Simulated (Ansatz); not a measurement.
One change: `N[SiH2][SiH2]F` becomes `F[SiH2][SiH2]Cl`.

Ansatz, PBE0-D4/def2-TZVP geometries, multiplicity 1. Each molecule was computed in one conformer, which needn't be the lowest.

| property | `N[SiH2][SiH2]F` |
| --- | --- |
| HOMO–LUMO gap (PBE0/def2-TZVPP) / eV | 6.74 |
| size of the dipole moment (PBE/def2-TZVPP) / D | 1.53 |
| LUMO energy (ωB97M-V/def2-TZVPP) / eV | 1.00 |
| size of the dipole moment (B3LYP/def2-TZVPP) / D | 1.55 |
| HOMO energy (B3LYP/def2-TZVPP) / eV | -7.26 |
| LUMO energy (B3LYP/def2-TZVPP) / eV | -0.93 |

**Question.** Give the same properties after the change, and the shifts. (Estimate.)

**Answer.** The calculation gave: 
| property | `F[SiH2][SiH2]Cl` | shift |
| --- | --- | --- |
| HOMO–LUMO gap (PBE0/def2-TZVPP) / eV | 7.09 | 0.35 |
| size of the dipole moment (PBE/def2-TZVPP) / D | 0.12 | -1.41 |
| LUMO energy (ωB97M-V/def2-TZVPP) / eV | 0.59 | -0.41 |
| size of the dipole moment (B3LYP/def2-TZVPP) / D | 0.14 | -1.41 |
| HOMO energy (B3LYP/def2-TZVPP) / eV | -8.09 | -0.83 |
| LUMO energy (B3LYP/def2-TZVPP) / eV | -1.37 | -0.44 |

With PBE0 the HOMO falls by 0.82 eV and the LUMO falls by 0.47 eV, so the gap widens by about 0.35 eV. PBE moves the HOMO by -0.97 eV and ωB97M-V by -0.63 eV. Dipoles are sizes alone; their direction can turn.

B3LYP here is the variant with VWN-RPA as its local correlation; programs differ in this.
